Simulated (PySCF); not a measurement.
CaF, SMILES [F][Ca+], charge +1. Geometry optimised at PBE-D3(BJ)/def2-TZVPD. The spin state was assumed, not searched.

All values below come from PBE-D3(BJ)/def2-TZVPD in PySCF.

Harmonic wavenumbers (cm⁻¹): 677. Rotational constants (GHz): 11.10 (linear); symmetry number 1.

Problem. Work out the zero-point energy and the ideal-gas rigid-rotor harmonic-oscillator thermochemistry at 298.15 K and 1 atm.

Solution. ZPE = ½ Σ hcν = ½ × 677 cm⁻¹ = 0.97 kcal/mol. H − E(el) = 3.12 kcal/mol. Entropy in cal/(mol K): translation 38.15, rotation 14.56, vibration 0.33, total 53.04. G − E(el) = -12.70 kcal/mol. Cp = 7.83 cal/(mol K).
